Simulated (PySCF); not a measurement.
Computed shifts of a molecule C₂H₉FSi₂, B3LYP/pcSseg-1 (PySCF), GIAO, gas phase, atoms alike by connectivity averaged where their shifts nearly agree, in ppm (number of nuclei): ¹³C: 16.2 (1), 5.6 (1). ²⁹Si: 8.7 (1), -62.7 (1). ¹⁹F: -268.4 (1). ¹H: 5.77 (2), 4.04 (1), 3.76 (1), 1.54 (3), 1.24 (1), 1.03 (1). References: ¹³C against TMS (σ = 181.3 ppm); ²⁹Si against TMS (σ = 338.7 ppm); ¹⁹F against CFCl3 (σ = 161.7 ppm); ¹H against TMS (σ = 31.68 ppm), references at their B3LYP-D3(BJ)/def2-TZVP geometries, non-relativistic. Geometry: PBE0-D3(BJ)/def2-SVP. The values are those of a single conformer.

**Question.** Which structure fits?
A) C[Si](C)(F)[SiH3]
B) FC[SiH2]C[SiH3]
C) C[SiH2][C@H](F)[SiH3]
D) CC[SiH2][SiH2]F

**Answer.** D, CC[SiH2][SiH2]F
